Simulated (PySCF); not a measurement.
Stationary points of NbO2

Computed with PBE in PySCF with Nb def2-TZVP with ECP28, O def2-TZVP; scalar-relativistic core potentials, no spin–orbit coupling; density-fitted integrals.

Relaxations began from a few typed shapes; open shells are unrestricted. The search is not exhaustive: other isomers or separated fragments can lie lower, and high-lying points may rest on an excited occupation.

```json
{"spin": "doublet", "group": "C2v", "bonds": "Nb–O 1.721 Å (×2)", "angles": "O–Nb–O 104.3°", "imaginary modes (cm⁻¹)": "none", "ΔE (kJ/mol)": "0.0", "ΔE with ZPE (kJ/mol)": "0.0"}
{"spin": "doublet", "group": "D∞h", "bonds": "Nb–O 1.812 Å (×2)", "angles": "O–Nb–O 180.0°", "imaginary modes (cm⁻¹)": "339i, 339i", "ΔE (kJ/mol)": "258.3", "ΔE with ZPE (kJ/mol)": "–"}
```

The lowest minimum found is the doublet C2v: Nb–O 1.721 Å (×2); O–Nb–O 104.3°.

Formally Nb is in oxidation state +4, d1, with 1 unpaired electron. The Mulliken spin on Nb is 1.12. The polar-tensor charge on Nb, 1.41, is far below the formal one.

For the lowest minimum: with open d or f shells other occupations or spin states may lie lower.

The electron or spin density has lower symmetry than the nuclear frame for the doublet D∞h at 258.3 kJ/mol.
